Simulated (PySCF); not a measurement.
Geometry:
| atom | x (Å) | y (Å) | z (Å) |
| --- | --- | --- | --- |
| C1 | 3.308 | 0.057 | 0.508 |
| C2 | 2.103 | 0.130 | 0.350 |
| B3 | 0.587 | 0.208 | 0.154 |
| N4 | -0.179 | 1.401 | -0.284 |
| C5 | -1.395 | 1.018 | -0.314 |
| C6 | -1.643 | -0.414 | 0.077 |
| N7 | -0.309 | -0.860 | 0.363 |
| H8 | 4.373 | 0.002 | 0.646 |
| H9 | -2.228 | 1.680 | -0.605 |
| H10 | -2.327 | -0.474 | 0.946 |
| H11 | -2.129 | -0.970 | -0.749 |
| H12 | -0.123 | -1.806 | 0.662 |

Geometry: PBE0-D3(BJ)/def2-SVP; GIAO shifts from PySCF 2.14, gas phase, non-relativistic, averaged over equivalent atoms.

At PBE0/STO-3G (40 basis functions, 2.7 s wall time on 1 thread of an Arm Neoverse V2, shared host):
| atoms | δ (ppm) |
| --- | --- |
| C5 | 140.9 |
| C1 | 86.8 |
| C2 | 70.1 |
| C6 | 54.5 |
| B3 | 28.4 |
| N4 | 308.2 |
| N7 | 66.6 |
| H9 | 8.66 |
| H12 | 4.53 |
| H8 | 3.36 |
| H10/H11 | 3.15 |

Referencing at the same level of theory: TMS for 13C (234.69 ppm) and 1H (32.60 ppm); 11B (128.75 ppm) against BF3·OEt2; 15N (294.71 ppm) vs NH3.

What do these become at LDA/pcSseg-1?

Results:


```json
{"atoms": "C5", "δ at LDA/pcSseg-1": "195.7", "change": "+54.8"}
{"atoms": "C1", "δ at LDA/pcSseg-1": "104.5", "change": "+17.7"}
{"atoms": "C2", "δ at LDA/pcSseg-1": "96.6", "change": "+26.5"}
{"atoms": "C6", "δ at LDA/pcSseg-1": "66.0", "change": "+11.5"}
{"atoms": "B3", "δ at LDA/pcSseg-1": "27.0", "change": "-1.4"}
{"atoms": "N4", "δ at LDA/pcSseg-1": "426.3", "change": "+118.1"}
{"atoms": "N7", "δ at LDA/pcSseg-1": "141.3", "change": "+74.7"}
{"atoms": "H9", "δ at LDA/pcSseg-1": "8.95", "change": "+0.29"}
{"atoms": "H12", "δ at LDA/pcSseg-1": "4.72", "change": "+0.19"}
{"atoms": "H8", "δ at LDA/pcSseg-1": "2.51", "change": "-0.85"}
{"atoms": "H10/H11", "δ at LDA/pcSseg-1": "4.08", "change": "+0.93"}
```

Chemical shifts δ = σref − σ; 13C (σ = 180.72 ppm), 1H (σ = 30.83 ppm) against TMS; BF3·OEt2 for 11B (σ = 92.91 ppm); 15N (σ = 271.91 ppm) against NH3, all at this level.

The largest change is at N4 (imine nitrogen). Cost: 144 basis functions, 13 s wall time on 1 thread of an Arm Neoverse V2, shared host. The order of the carbon signals is the same at both levels.

A carbon bonded to boron is broadened by the quadrupolar boron nucleus and is often missing from a measured spectrum. Experimental scales use liquid or dissolved standards, which lie at an offset from isolated NH3 (liquid NH3: subtract about 20 ppm). Unscaled 15N shifts of sp2 nitrogen come out 20 to 40 ppm too high even then.
